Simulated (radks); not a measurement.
Results of a calculation; reference values are marked as such.
Question: Radial electron density D(r) = 4 pi r^2 rho(r) of an atom or ion with 0.75 electrons. Level of theory: scalar-relativistic Kohn-Sham, PBE, spin-polarised, spherical densities, finite nucleus; Fermi nuclear charge, rms radius of each element as measured or else 0.836 A^(1/3) + 0.57 fm (a radial shooting solver on a logarithmic mesh with Libxc functionals).

r (bohr),D(r) (e/bohr),spin D(r)
0.05355,0.05705,0.0201
0.06234,0.07460,0.0263
0.07258,0.09697,0.0341
0.08449,0.1252,0.0441
0.09836,0.1603,0.0565
0.1145,0.2035,0.0716
0.1333,0.2554,0.0899
0.1552,0.3165,0.111
0.1807,0.3867,0.136
0.2103,0.4643,0.163
0.2448,0.5466,0.192
0.285,0.6289,0.220
0.3318,0.7044,0.246
0.3863,0.7650,0.267
0.4497,0.8014,0.278
0.5236,0.8053,0.278
0.6095,0.7711,0.264
0.7096,0.6984,0.236
0.826,0.5931,0.198
0.9616,0.4678,0.153
1.119,0.3388,0.108
1.303,0.2225,0.0688
1.517,0.1305,0.0389
1.766,0.06699,0.0191
2.056,0.02943,0.00794
2.394,0.01077,0.00271
2.787,0.003193,0.000733

What is the nuclear charge?

Answer: Z = 2. The innermost maximum, from 1s, lies near gamma/Z bohr with gamma = sqrt(1 - (Z/c)^2) = 1.000, here 0.5 bohr (found: 0.495), and its height grows with Z. The density is that of the helium ion He1.25+ in 1s(up 0.5, down 0.25); the configuration itself is not fixed sharply by these data. D(r) has 1 maximum, at r = 0.495 bohr.
